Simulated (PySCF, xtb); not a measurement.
C₃H₁₂N₂Si, SMILES CC(C)[SiH](N)N. One conformer was computed; it need not be the lowest.

Harmonic wavenumbers (cm⁻¹) from GFN2-xTB (xtb) at its own minimum, in rising order: 39, 141, 164, 170, 195, 226, 242, 246, 306, 341, 416, 522, 551, 630, 667, 696, 784, 824, 865, 924, 945, 956, 997, 1050, 1140, 1186, 1297, 1319, 1410, 1423, 1503, 1509, 1515, 1516, 1530, 1532, 2180, 2921, 2990, 2995, 3021, 3030, 3034, 3037, 3472, 3477, 3506, 3510.

Question: What does PBE0-D3(BJ)/def2-SVP run with PySCF 2.14.0 give at its own minimum? (Estimate from the structure and the level; the computed values follow.)

Answer: 57, 136, 173, 210, 226, 238, 258, 304, 313, 363, 386, 424, 437, 604, 733, 772, 808, 874, 888, 913, 919, 930, 981, 1014, 1127, 1182, 1256, 1315, 1379, 1395, 1457, 1465, 1473, 1480, 1533, 1539, 2169, 3026, 3032, 3034, 3114, 3116, 3134, 3144, 3610, 3623, 3712, 3729. Paired by order, the mean absolute difference is 51 cm⁻¹ and the zero-point energies are 95.7 and 97.2 kcal/mol.
